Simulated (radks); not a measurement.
The numbers below are computed, except where a source is named.
Spin polarisation of the 3d6 shell in the iron ion Fe2+. Start: [Ar] 3d(up 3, down 3); electrons of 3d are moved from spin down to spin up, other shells keep equal spins. Level of theory: non-relativistic Kohn-Sham, TPSS, spin-polarised, spherical densities, point nucleus; meta-GGA in the generalised Kohn-Sham scheme (a radial shooting solver on a logarithmic mesh with Libxc functionals).

[
 {"moment (Bohr magnetons)": "0", "E - E(0) (eV)": "0.000", "e(3d up) (eV)": "-25.684", "e(3d down) (eV)": "-25.684", "3p down minus up (eV)": "0.000"},
 {"moment (Bohr magnetons)": "1", "E - E(0) (eV)": "-0.259", "e(3d up) (eV)": "-26.171", "e(3d down) (eV)": "-25.134", "3p down minus up (eV)": "1.122"},
 {"moment (Bohr magnetons)": "2", "E - E(0) (eV)": "-1.037", "e(3d up) (eV)": "-26.595", "e(3d down) (eV)": "-24.520", "3p down minus up (eV)": "2.246"},
 {"moment (Bohr magnetons)": "3", "E - E(0) (eV)": "-2.335", "e(3d up) (eV)": "-26.956", "e(3d down) (eV)": "-23.840", "3p down minus up (eV)": "3.376"},
 {"moment (Bohr magnetons)": "4", "E - E(0) (eV)": "-4.154", "e(3d up) (eV)": "-27.250", "e(3d down) (eV)": "-23.092", "3p down minus up (eV)": "4.512"}
]

At moment 4 the spin-polarisation energy is -4.154 eV and the 3d exchange splitting 4.158 eV, that is 1.040 eV per Bohr magneton; E = -I m^2/4 would give I = 1.038 eV.
